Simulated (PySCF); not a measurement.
# Run times: nickel in jorge-DZP-DKH

Measured wall times of calculations with PySCF 2.14 in jorge-DZP-DKH (8s6p2d1f, 43 functions), with the spin-free X2C one-electron Hamiltonian (Gaussian nucleus), run from one Python driver. Hardware: 1 thread of Neoverse-V2 on a shared host, 1.3 GiB allowed. The two-electron integrals over 43 functions were computed once and kept in memory (0.09 CPU seconds with the set-up); the times below exclude them. Kohn-Sham runs start from converged Hartree-Fock orbitals.

Launch command (the driver calls PySCF for each step listed in the task file):

```bash
OMP_NUM_THREADS=1 python atomrun2.py TASK.json OUT
```

| species | step | iterations | wall time (s) |
| --- | --- | --- | --- |
| Ni+ [Ar] 3d9 | UHF | 11 | 0.17 |
| Ni+ [Ar] 3d9 | MN15 | 11 | 2.4 |
| Ni+ [Ar] 3d9 | MP2 (9 electrons) |  | 0.02 |
| Ni(2+) [Ar] 3d8 | UHF | 6 | 0.12 |
| Ni(2+) [Ar] 3d8 | MN15 | 6 | 1.4 |
| Ni(2+) [Ar] 3d8 | r2SCAN | 6 | 1.3 |
| Ni(2+) [Ar] 3d8 | MP2 (8 electrons) |  | 0.02 |

**Question.** Roughly how long does r2SCAN take for Ni+ [Ar] 3d9 here?

**Answer.** About 3.5 s.

Peak memory of the process: 0.21 GiB. Times on a shared host vary from run to run.
